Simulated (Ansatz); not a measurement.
## AlClFH4NSi: where a starting geometry ends

The starting geometry of this gas-phase singlet was optimised with GFN2-xTB; its bonds are those of `[F][Al]([Cl])[NH][SiH3]`.

```xyz
9

Al    1.8750   -1.8334   -0.1820
Cl    2.2869   -2.1447   -2.1318
F     2.3893   -2.9247    0.9494
N     0.9678   -0.4320    0.4613
Si    0.2723    0.9913   -0.2759
H     0.9166   -0.4322    1.4720
H     1.3164    1.9839   -0.5591
H    -0.3859    0.5780   -1.5150
H    -0.6773    1.5120    0.7110
```

Task: Predict what becomes of its bonds when it is optimised with PBE0-D3(BJ)/def2-SVP.

Result: It keeps its bonds, and is `[F][Al]([Cl])[NH][SiH3]`.

The energy falls by 0.13 eV over 20 steps:

| step | E − E(last) (eV) |
| --- | --- |
| 1 | 0.133 |
| 3 | 0.028 |
| 5 | 0.020 |
| 7 | 0.015 |
| 9 | 0.011 |
| 12 | 0.003 |
| 14 | 0.001 |
| 16 | 0.000 |
| 18 | 0.000 |
| 20 | 0.000 |

Final geometry (Å):

```xyz
9

Al    1.7741   -1.8704   -0.1276
Cl    1.6413   -2.3395   -2.1513
F     2.4972   -2.9535    0.8968
N     1.1428   -0.3594    0.5329
Si    0.3376    0.9748   -0.2562
H     1.2653   -0.2412    1.5378
H     1.0963    2.2537   -0.0897
H     0.2435    0.6408   -1.7059
H    -1.0371    1.1928    0.2931
```

Frequencies at the end are all real (lowest 66 cm⁻¹). Run with Ansatz 0.2.0, 47 s on 2 threads of Intel(R) Xeon(R) Platinum 8259CL CPU @ 2.50GHz (Skylake/Cascade Lake), with other jobs on the host.
